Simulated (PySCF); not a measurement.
Cl3Hf (SMILES [Cl][Hf]([Cl])[Cl]), doublet, geometry from GFN2-xTB (such geometries of metal compounds can be far from the true shape) (the multiplicity is a formal guess) (core potentials on Hf). Base run: PySCF with B3LYP/def2-SV(P).

The PySCF input:
```python
from pyscf import gto, scf, dft

mol = gto.M(
    atom='''
Hf    0.010519    0.029146    0.019842
Cl    2.090261   -0.419428   -0.588395
Cl   -0.859655   -0.973893    1.789929
Cl   -1.275159    1.269880   -1.285572
''',
    basis='def2-sv(p)',
    ecp={'Hf': 'def2-sv(p)'},
    charge=0,
    spin=1,
    verbose=4,
)

mf = dft.UKS(mol)
mf.xc = 'b3lyp'
mf.kernel()
mo_i, mo_e, stable_i, stable_e = mf.stability(internal=True, external=False, return_status=True, nroots=6, tol=1e-6)
print('internally stable:', stable_i, ' externally stable:', stable_e)
if not stable_i:
    umf = mf.copy()
    umf.scf_summary = {}
    umf.kernel(umf.make_rdm1(mo_i, mf.mo_occ))
```

The bond that is stretched is that between atoms 3 and 1. A test that says stable can miss a lower solution.

Each row names what was changed in the base input (with any setting that the change needs).

| change | ΔE vs base (kcal/mol) | <S^2> | stability test says | outcome |
|---|---|---|---|---|
| base | 0.000 | 0.751 | internally stable (external not tested) | converged |
| bond × 1.25 | 10.72 | 0.751 | internally stable (external not tested) | converged |
| bond × 1.5 | 48.07 | 0.752 | internally stable (external not tested) | converged |
| bond × 1.8 | 81.6 | 0.807 | internally stable (external not tested) | converged |
| bond × 2.2 | - | - | - | not converged |
| bond × 3.0 | - | - | - | not converged |

On stretching, the SCF can end on different states; <S^2> shows the spin contamination of each.
